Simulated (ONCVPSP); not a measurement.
PBE ONCV dataset for Pr, scalar-relativistic all-electron reference.

- Element: Pr
- Generator: ONCVPSP 4.0.1
- Type: optimised norm-conserving Vanderbilt (ONCV)
- Functional: PBE
- Relativity: scalar-relativistic
- Frozen core: [Kr] 4d10
- Valence charge: 13
- Reference configuration: 4f3 5s2 5p6 6s2
- Partial waves: 5s+6s: rc 2.75 bohr, ncon 4, nbas 9, qcut 3.3 1/bohr, 2 projectors; 5p: rc 2.20 bohr, ncon 4, nbas 7, qcut 5.6 1/bohr, 1 projector; d scattering state at 0.36 Ha: rc 2.85 bohr, ncon 4, nbas 8, qcut 3.8 1/bohr, 3 projectors, debl 1.2 Ha; 4f: rc 1.85 bohr, ncon 5, nbas 9, qcut 7.8 1/bohr, 2 projectors, debl 2.5 Ha
- Local potential: polynomial inside 1.70 bohr (lpopt 5, dvloc0 1 Ha)
- Core correction: Teter function, fcfact 5.25, rcfact 1.45

In the d channel the program set the typed energies aside and used 0.050, 1.250, 2.450 Ha.

Poles of the logarithmic derivatives, all-electron (AE) and pseudo (PS). s: poles at -1.4, 1.9 (AE) and -1.4, 1.5, 2.5 (PS) Ha. p: poles at -0.1 (AE) and -0.2, 3.2 (PS) Ha. d: poles at 0.4, 3.4 (AE) and 0.4, 3.4 (PS) Ha. f: poles at 0.2, 4.8 (AE) and 0.2, 5.0 (PS) Ha. Test radii: s 2.79, p 2.24, d 2.90, f 1.88 bohr.

* Cutoffs needed: 81 Ha and 104 Ha (the cutoffs (Ha) at which the residual kinetic energy of the hardest occupied pseudo-wave falls to 1 and 0.1 mHa per electron)
* Ghost test: ghosts flagged at negative energy: d at -1271.8 eV; GHOST(+) flagged for s at 49.5 eV; a true bound ghost makes a file unfit for plane-wave use
* Configuration tests: tests left out (the all-electron energies of this program are off by 10 to 40 meV for near-neutral 4f atoms)
* rms error of d²Exc/dni dnj: 9.34 mHa without and 3.73 mHa with the model core
